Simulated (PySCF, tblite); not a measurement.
Parent: `[CH3:1][c:2]1[cH:3][n:4][n:5][n:6]1[CH:7]([CH3:8])[CH3:9]` with N5–N6–C7–C8 61°, C6H11N3.

Computed geometry: GFN2-xTB, gas phase. One conformer each, not checked by frequencies here.

```tsv
coordinate of the parent	value
C1–C2	1.483 Å
C2–C3	1.380 Å
C3–N4	1.345 Å
N4–N5	1.278 Å
N5–N6	1.331 Å
N6–C7	1.445 Å
C7–C8	1.527 Å
C7–C9	1.527 Å
C2–N6	1.357 Å
C1–C2–C3	131.7°
C1–C2–N6	124.8°
C3–C2–N6	103.6°
C2–C3–N4	108.4°
C3–N4–N5	109.1°
N4–N5–N6	109.0°
N5–N6–C7	120.6°
C2–N6–N5	109.9°
C2–N6–C7	129.4°
N6–C7–C8	109.1°
N6–C7–C9	109.1°
C8–C7–C9	111.3°
```

Task: How does the shared frame change in `[CH3:1][c:2]1[cH:3][n:4][n:5][n:6]1[CH2:7][C:8]([F:9])([F:10])[F:11]` with N5–N6–C7–C8 94°, C5H6F3N3? Atoms pair as C1 = C1, C2 = C2, C3 = C3, N4 = N4, N5 = N5, N6 = N6, C7 = C7, C8 = C8 (parent first).

Result: 
```json
{"parent": "C1–C2", "relative": "C1–C2", "value in the relative": "1.480 Å", "change": "-0.003"}
{"parent": "C2–C3", "relative": "C2–C3", "value in the relative": "1.378 Å", "change": "-0.002"}
{"parent": "C3–N4", "relative": "C3–N4", "value in the relative": "1.347 Å", "change": "+0.002"}
{"parent": "N4–N5", "relative": "N4–N5", "value in the relative": "1.270 Å", "change": "-0.008"}
{"parent": "N5–N6", "relative": "N5–N6", "value in the relative": "1.340 Å", "change": "+0.009"}
{"parent": "N6–C7", "relative": "N6–C7", "value in the relative": "1.429 Å", "change": "-0.016"}
{"parent": "C7–C8", "relative": "C7–C8", "value in the relative": "1.532 Å", "change": "+0.005"}
{"parent": "C2–N6", "relative": "C2–N6", "value in the relative": "1.364 Å", "change": "+0.007"}
{"parent": "C1–C2–C3", "relative": "C1–C2–C3", "value in the relative": "132.4°", "change": "+0.7"}
{"parent": "C1–C2–N6", "relative": "C1–C2–N6", "value in the relative": "124.3°", "change": "-0.5"}
{"parent": "C3–C2–N6", "relative": "C3–C2–N6", "value in the relative": "103.2°", "change": "-0.4"}
{"parent": "C2–C3–N4", "relative": "C2–C3–N4", "value in the relative": "108.6°", "change": "+0.2"}
{"parent": "C3–N4–N5", "relative": "C3–N4–N5", "value in the relative": "109.5°", "change": "+0.4"}
{"parent": "N4–N5–N6", "relative": "N4–N5–N6", "value in the relative": "108.7°", "change": "-0.3"}
{"parent": "N5–N6–C7", "relative": "N5–N6–C7", "value in the relative": "120.5°", "change": "-0.1"}
{"parent": "C2–N6–N5", "relative": "C2–N6–N5", "value in the relative": "109.9°", "change": "0.0"}
{"parent": "C2–N6–C7", "relative": "C2–N6–C7", "value in the relative": "129.5°", "change": "+0.1"}
{"parent": "N6–C7–C8", "relative": "N6–C7–C8", "value in the relative": "112.1°", "change": "+3.0"}
```

Of the parent's bonds, N6–C7 changes most (-0.016 Å). Bonds of the relative outside the shared frame: C8–F9 1.331, C8–F10 1.340, C8–F11 1.341 Å. Point group Cs → C1.

Task: How does the shared frame change in `[CH:1]#[C:2][CH2:3][n:4]1[n:5][n:6][cH:7][c:8]1[CH3:9]` with C2–C3–N4–N5 113°, C6H7N3? Atoms pair as C1 = C9, C2 = C8, C3 = C7, N4 = N6, N5 = N5, N6 = N4, C7 = C3, C8 = C2 (parent first).

Result: 
```
  parent  relative  value in the relative  change
   C1–C2     C9–C8                1.481 Å  -0.002
   C2–C3     C8–C7                1.379 Å  -0.001
   C3–N4     C7–N6                1.346 Å  +0.001
   N4–N5     N6–N5                1.277 Å  -0.001
   N5–N6     N5–N4                1.330 Å  -0.001
   N6–C7     N4–C3                1.440 Å  -0.005
   C7–C8     C3–C2                1.453 Å  -0.074
   C2–N6     C8–N4                1.357 Å   0.000
C1–C2–C3  C9–C8–C7                 133.0°    +1.3
C1–C2–N6  C9–C8–N4                 123.7°    -1.1
C3–C2–N6  C7–C8–N4                 103.4°    -0.2
C2–C3–N4  C8–C7–N6                 108.5°    +0.1
C3–N4–N5  C7–N6–N5                 109.2°    +0.1
N4–N5–N6  N6–N5–N4                 108.7°    -0.3
N5–N6–C7  N5–N4–C3                 121.2°    +0.6
C2–N6–N5  C8–N4–N5                 110.2°    +0.3
C2–N6–C7  C8–N4–C3                 128.6°    -0.8
N6–C7–C8  N4–C3–C2                 111.4°    +2.3
```

Of the parent's bonds, C7–C8 changes most (-0.074 Å). Bonds of the relative outside the shared frame: C1≡C2 1.196 Å. Point group Cs → C1.

Task: How does the shared frame change in `[CH3:1][CH:2]([CH3:3])[n:4]1[n:5][n:6][cH:7][c:8]1[C:9]([F:10])([F:11])[F:12]` with C1–C2–N4–N5 79°, C6H8F3N3? Atoms pair as C1 = C9, C2 = C8, C3 = C7, N4 = N6, N5 = N5, N6 = N4, C7 = C2, C8 = C1, C9 = C3 (parent first).

Result: 
```json
{"parent": "C1–C2", "relative": "C9–C8", "value in the relative": "1.481 Å", "change": "-0.002"}
{"parent": "C2–C3", "relative": "C8–C7", "value in the relative": "1.383 Å", "change": "+0.003"}
{"parent": "C3–N4", "relative": "C7–N6", "value in the relative": "1.340 Å", "change": "-0.005"}
{"parent": "N4–N5", "relative": "N6–N5", "value in the relative": "1.278 Å", "change": "0.000"}
{"parent": "N5–N6", "relative": "N5–N4", "value in the relative": "1.318 Å", "change": "-0.013"}
{"parent": "N6–C7", "relative": "N4–C2", "value in the relative": "1.450 Å", "change": "+0.005"}
{"parent": "C7–C8", "relative": "C2–C1", "value in the relative": "1.528 Å", "change": "+0.001"}
{"parent": "C7–C9", "relative": "C2–C3", "value in the relative": "1.524 Å", "change": "-0.003"}
{"parent": "C2–N6", "relative": "C8–N4", "value in the relative": "1.360 Å", "change": "+0.003"}
{"parent": "C1–C2–C3", "relative": "C9–C8–C7", "value in the relative": "131.1°", "change": "-0.6"}
{"parent": "C1–C2–N6", "relative": "C9–C8–N4", "value in the relative": "124.5°", "change": "-0.3"}
{"parent": "C3–C2–N6", "relative": "C7–C8–N4", "value in the relative": "104.3°", "change": "+0.7"}
{"parent": "C2–C3–N4", "relative": "C8–C7–N6", "value in the relative": "107.5°", "change": "-0.9"}
{"parent": "C3–N4–N5", "relative": "C7–N6–N5", "value in the relative": "109.3°", "change": "+0.2"}
{"parent": "N4–N5–N6", "relative": "N6–N5–N4", "value in the relative": "109.7°", "change": "+0.7"}
{"parent": "N5–N6–C7", "relative": "N5–N4–C2", "value in the relative": "121.7°", "change": "+1.1"}
{"parent": "C2–N6–N5", "relative": "C8–N4–N5", "value in the relative": "109.1°", "change": "-0.8"}
{"parent": "C2–N6–C7", "relative": "C8–N4–C2", "value in the relative": "129.1°", "change": "-0.3"}
{"parent": "N6–C7–C8", "relative": "N4–C2–C1", "value in the relative": "108.7°", "change": "-0.4"}
{"parent": "N6–C7–C9", "relative": "N4–C2–C3", "value in the relative": "108.8°", "change": "-0.3"}
{"parent": "C8–C7–C9", "relative": "C1–C2–C3", "value in the relative": "111.8°", "change": "+0.5"}
```

Of the parent's bonds, N5–N6 changes most (-0.013 Å). Bonds of the relative outside the shared frame: C9–F10 1.349, C9–F11 1.348, C9–F12 1.335 Å. Point group Cs → C1.
